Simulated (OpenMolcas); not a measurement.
**Pd2+: the spin-orbit constant, worked from levels**

```yaml
Program: OpenMolcas 26.06
Basis: ANO-RCC-VQZP [8s7p5d3f2g1h]
Scalar_Hamiltonian: DKH2, point nucleus
Active_space: 8 electrons in 5 orbitals (4d)
State_averaging: 2S+1 = 3 even, 10 roots; 2S+1 = 1 even, 15 roots
Spin-orbit_coupling: state interaction with AMFI integrals over the reference wave functions, term energies averaged over their components
```

Methods: CASSCF; SS-CASPT2, IPEA 0.25 Eh, imaginary shift 0.1 Eh (closed shells correlated: 4s 4p). Measured levels: Moore, Atomic Energy Levels, vol. III, NSRDS-NBS 35 (1971 reprint of NBS Circular 467, 1958).

**The spin-orbit constant.** For the Hund term ³F of d8, E(J) = (A/2) J(J+1) + constant and ζ = -2S·A = -2A. From J = 2 to J = 4 the energy changes by 7 A.

```csv
Source,E(4) - E(2),A,ζ
CASSCF,-4824.3,-689.2,1378
SS-CASPT2,-4534.6,-647.8,1296
measured,-4687.3,-669.6,1339
```

All in cm-1. SS-CASPT2 is off by -3.3 % and CASSCF by +2.9 %. Both methods take the spin-orbit matrix elements from the reference wave functions, so the second can move ζ only through the term energies and any multistate remixing. Second-order mixing with other terms is absorbed into this ζ.

CASPT2 breaks the degeneracy within a term, and the mean is taken; among the terms shown or strongly mixed into the levels shown the widest spread is 570 cm-1 (4d⁸ ³F, SS-CASPT2). Levels of configurations with an s electron are missing; early in the row they begin among the upper levels of the d shell and mix with terms of their name. Without dynamic correlation excited terms often stand tens of per cent too high (terms of higher spin than the ground term too low), and those without a measured partner can miss by more than the paired ones (holds for CASSCF). Computed and measured levels are paired by configuration, term and J; levels that our copy of the source lacks, or whose pairing is in doubt (as where it misses far off the trend of its configuration), stay unpaired and out of the deviations. Only configurations of the active space appear.
